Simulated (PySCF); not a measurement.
CH₃Cl₂Sn, multiplicity 2. Atoms are numbered in the order given.

```xyz
7

Sn    -0.3456    -0.1293     0.2958
C     -1.1886    -1.4884    -1.1949
H     -0.3842    -2.1909    -1.4512
H     -1.4680    -0.8628    -2.0529
H     -2.0595    -2.0132    -0.7835
Cl    -0.2532     1.9975    -0.7574
Cl     1.9192    -0.7937     0.5614
```
Charge 0, spin multiplicity 2.

Geometry optimised at PBE0-D3(BJ)/def2-SVP. The multiplicity is an assumed one; no other spin state was optimised. The isomer is the one that the SMILES or the coordinates give; other isomers of the formula were not compared. The def2 effective core potentials stand for the cores of Sn; spin–orbit coupling is left out.

Computed with PBE/def2-TZVP run with PySCF.

Gas-phase values at a fixed geometry.

Computed frontier levels, dipole moment and polarisability:
```yaml
"α spin, highest occupied and lowest empty level": -5.81 and -1.58 eV
"β spin, highest occupied and lowest empty level": -7.40 and -4.95 eV
dipole_moment: 3.47 D
quadrupole, principal values (traceless, Buckingham form, about the centre of nuclear charge): -7.19, 2.43, 4.76 D·Å
mean_static_polarisability: 82.3 bohr³ (12.20 Å³)
polarisability_principal_values: 63.8, 90.4, 92.8 bohr³
"⟨S²⟩": 0.752 (pure state 0.75)
```
